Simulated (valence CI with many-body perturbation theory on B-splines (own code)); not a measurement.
# Which ion has this spectrum?

A relativistic CI+MBPT calculation for an atom or ion with 7 electrons gives these levels (cm⁻¹):

| J | Parity | E | g |
| --- | --- | --- | --- |
| 3/2 | odd | 0 | 1.99 |
| 3/2 | odd | 95141 | 0.84 |
| 5/2 | odd | 98462 | 1.20 |
| 1/2 | odd | 149589 | 0.66 |
| 3/2 | odd | 154452 | 1.30 |
| 5/2 | even | 446067 | 1.60 |
| 3/2 | even | 458243 | 1.73 |
| 1/2 | even | 464204 | 2.67 |
| 3/2 | even | 614326 | 0.80 |
| 5/2 | even | 614938 | 1.20 |
| 1/2 | even | 716034 | 1.92 |
| 3/2 | even | 746444 | 1.33 |
| 1/2 | even | 762524 | 0.75 |
| 3/2 | odd | 1167238 | 1.33 |

The energies are calculated, with errors of perhaps 400 cm⁻¹, more in some levels.

Problem. Which is it?
A. Ca13+
B. Ar11+
C. K12+
D. Sc14+

Solution. B. Ar11+, ground level 2s2.2p3 4S°_3/2.
